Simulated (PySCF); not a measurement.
## A survey of ³³S NMR shifts

All values are calculated (PySCF 2.14.0 with density-fitted response routines): geometry: GFN2-xTB, PBE0/pcSseg-1 with gauge-including orbitals. Rapidly exchanging positions averaged, gas phase, one conformer, relativity neglected.

Shieldings were converted by a linear fit to measured shifts: ³³S (scatter 33.3 ppm rms vs sulfate, solution or neat liquid). Occasional misses reach two or three times the rms, and more in compound classes unlike the fitted ones.

Question: Give the ³³S shifts of `C=CS[SiH2][SiH2][SiH2][SiH3]`, `CC(C)(C)[SiH]1SCCS1`.

Answer: 
```json
{"compound": "C=CS[SiH2][SiH2][SiH2][SiH3]", "environment": "sulfur bonded to C, Si", "δ (ppm)": "-408"}
{"compound": "CC(C)(C)[SiH]1SCCS1", "environment": "sulfur bonded to C, Si, in a 5-membered ring (×2)", "δ (ppm)": "-436"}
```

Question: Order these by ³³S shift, lowest first.
A. C1CSC1
B. [SiH3]SC1=CCC1
C. C[C@H]1CS1

Answer: C (-505 ppm, sulfide sulfur), B (-412 ppm, sulfur bonded to C, Si), A (-325 ppm, sulfide sulfur).
